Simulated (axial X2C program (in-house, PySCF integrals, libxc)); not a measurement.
## TeI: properties at the nuclei

Calculated with an in-house all-electron X2C program for linear molecules (integrals from PySCF): two-component X2C with atomic mean-field Coulomb and Gaunt terms, Gaussian nuclei, basis I dyall-cv3z, Te dyall-cv3z with contracted cores.

R = 2.664 Å (near the PBE0 minimum at charge 0 of the determinant lowest at the starting distance; the state shown can have its own minimum elsewhere).

Input and command:
```json
{"zs": [53, 52], "q": 0, "bas": ["dyall-cv3z", "dyall-cv3z"], "r0": 2.69, "levels": ["PBE0", "HF", "LDA", "BHandHLYP", "PBE"], "nst": 3}
```
```bash
python soeom.py task.json out
```

Keys: zs atomic numbers; q charge; bas basis sets; r0 starting distance in Å; levels methods; nst determinants followed.

Determinant lowest in the PBE0 search, Ω = 3/2 (⟨Sz⟩ = 0.50, ⟨Lz⟩ = 1.00 at PBE0), spin on the atoms I 0.06, Te 0.44:

| level | Eeff magnitude (GV/cm) | Ws magnitude I (kHz) | Ws magnitude Te (kHz) | A∥/gI I (MHz) | qzz I (a.u.) | A∥/gI Te (MHz) | qzz Te (a.u.) | μ (D) |
| --- | --- | --- | --- | --- | --- | --- | --- | --- |
| PBE0 | 1.35 | 0.021 | 0.484 | 139 | 10.19 | 518 | 9.35 | 0.38 |
| HF | 3.85 | 0.207 | 1.29 | 63.9 | 11.27 | 566 | 9.23 | 0.98 |
| LDA | 0.776 | 0.035 | 0.249 | 186 | 9.70 | 527 | 9.67 | 0.05 |
| BHandHLYP | 1.64 | 0.0375 | 0.583 | 117 | 10.70 | 566 | 9.42 | 0.65 |
| PBE | 0.924 | 0.0069 | 0.334 | 170 | 9.53 | 490 | 9.38 | 0.08 |

Determinant 0.53 eV from it at PBE0 and this distance, Ω = 1/2 (⟨Sz⟩ = -0.49, ⟨Lz⟩ = 0.99 at PBE0), spin on the atoms I -0.05, Te -0.44:

```tsv
level	Eeff magnitude (GV/cm)	Ws magnitude I (kHz)	Ws magnitude Te (kHz)	A∥/gI I (MHz)	qzz I (a.u.)	A∥/gI Te (MHz)	qzz Te (a.u.)	μ (D)
PBE0	2.54	0.653	2.46	668	10.32	3560	8.48	0.27
HF	3.16	1.92	1.99	181	11.49	3660	8.24	0.75
LDA	2.35	0.0215	2.83	958	9.78	3410	8.87	-0.02
BHandHLYP	3.34	1.28	2.81	459	10.87	3620	8.50	0.49
PBE	2.04	0.118	2.37	911	9.60	3390	8.59	0.01
```

Eeff is the effective electric field on the electron electric dipole moment in this Ω state and Ws the scalar–pseudoscalar constant of the nucleus named (defined with the proton number Z and per Ω); A∥ (defined per Ω) follows by multiplying with gI = μI/(I μN); qzz is the electric field gradient, eQq0 = 234.96 MHz × Q/barn × qzz; μ is positive if the Te end (last atom) is positive. The operators were transformed with the bare-nucleus X2C matrices; with these basis sets, hyperfine constants and field gradients can be off by tens of per cent, and where levels differ in sign neither size nor sign is settled.

**Question.** With Q(127I) = -0.68822 barn, gI(125Te) = -1.7770 (g factors from the IAEA table of nuclear moments by Stone; Q from Pyykkö, Mol. Phys. 2018), turn the PBE0 values of the first state into constants in MHz.

**Answer.** eQq0(127I) = 234.96 × (-0.68822) × (10.19) = -1650 MHz; A∥(125Te) = 518 × -1.7770 = -920 MHz.

Each state is one determinant with collinear spin. Unrestricted Hartree–Fock can overshoot spin polarisation at the nuclei. Where Eeff spreads by more than a factor of two the levels disagree and none is to be relied on. The search compared states at one distance, so a state with another bond length can lie lower. Further determinants of the search, some of them spin-mixed, are not shown. Where a field gradient or hyperfine factor spreads by more than a factor of two over the levels, a constant derived from it is not to be relied on. PBE0 term energies can be off by some tenths of an eV.
